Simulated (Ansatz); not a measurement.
CH$_{5}$Si (SMILES C[SiH2]), doublet, geometry from GFN2-xTB; CCSD(T)/STO-3G run with Ansatz (a first-principles code).

Here is a job for Ansatz.
Ansatz 0.2 input:
```yaml
crystal:
  periodic: [false, false, false]
  atoms:
    - {symbol: C, position_ang: [-1.19243168, -0.16784419, 0.12828578]}
    - {symbol: Si, position_ang: [0.66435470, 0.08504505, -0.14296576]}
    - {symbol: H, position_ang: [-1.77784666, 0.57243506, -0.41016203]}
    - {symbol: H, position_ang: [-1.51335466, -1.15062903, -0.20606812]}
    - {symbol: H, position_ang: [-1.44525161, -0.08155527, 1.18441817]}
    - {symbol: H, position_ang: [1.11180308, 1.43180120, 0.19041623]}
    - {symbol: H, position_ang: [1.47827415, -0.95561745, 0.47320178]}
basis:
  gaussian:
    orbitals: STO-3G
magnetization: {spin_polarized: true, initial_magnetization: 1}
correlation: {method: ccsd_t, electrons: outside_noble_gas}
accuracy: high
```

Q: Write the output that Ansatz gives for this input, abridged.

A: 
```
Functional definition: HF
335 factors; integrals over basis functions are off by at most 3.2e-9 eV
mean field evaluation 1: about -8866.7498 eV, gradient 6.2e0 eV
mean field evaluation 2: about -8866.8005 eV, gradient 6.2e0 eV
mean field evaluation 4: about -8867.2862 eV, gradient 5.6e-1 eV
mean field evaluation 8: about -8867.2946 eV, gradient 8.3e-3 eV
mean field evaluation 16: about -8867.1840 eV, gradient 2.0e0 eV
mean field -8867.29464430 eV, -325.8670677099 hartree, gradient 1.2e-8 eV, S^2 0.753011; 0 other end points of the search recorded, 0 dependent functions left out
6 core orbitals not correlated
reference -8867.29464430 eV, -325.8670677099 hartree; 7, 6 occupied and 6, 7 virtual orbitals, 335 factors
second order -2.29013203 eV of doubles, -0.00000000 eV of singles
cycle   1  -2.87759108 eV  change   -5.9e-1 eV  update   5.8e-2
cycle   2  -3.18122002 eV  change   -3.0e-1 eV  update   2.3e-2
cycle   3  -3.19279752 eV  change   -1.2e-2 eV  update   4.3e-3
cycle   4  -3.19546301 eV  change   -2.7e-3 eV  update   1.7e-3
cycle   5  -3.19551767 eV  change   -5.5e-5 eV  update   5.6e-4
cycle   6  -3.19539137 eV  change    1.3e-4 eV  update   2.3e-4
cycle   7  -3.19544731 eV  change   -5.6e-5 eV  update   4.8e-5
cycle   8  -3.19544328 eV  change    4.0e-6 eV  update   1.5e-5
cycle   9  -3.19543730 eV  change    6.0e-6 eV  update   5.5e-6
cycle  10  -3.19543987 eV  change   -2.6e-6 eV  update   1.2e-6
cycle  11  -3.19544030 eV  change   -4.3e-7 eV  update   3.8e-7
cycle  12  -3.19544022 eV  change    7.9e-8 eV  update   1.5e-7
cycle  13  -3.19544003 eV  change    1.9e-7 eV  update   6.7e-8
cycle  14  -3.19544004 eV  change   -6.9e-9 eV  update   2.5e-8
cycle  15  -3.19544005 eV  change   -1.3e-8 eV  update   1.3e-8
cycle  16  -3.19543963 eV  change    4.2e-7 eV  update   6.5e-8
cycle  17  -3.19543947 eV  change    1.6e-7 eV  update   2.2e-8
cycle  18  -3.19543945 eV  change    1.6e-8 eV  update   4.2e-9
cycle  19  -3.19543945 eV  change    1.7e-9 eV  update   1.4e-9
cycle  20  -3.19543945 eV  change   1.5e-10 eV  update  5.2e-10
perturbative correction -0.01781238 eV, -0.0006545929 hartree
Total energy: -8870.50789613 eV, -325.9851525367 hartree
```
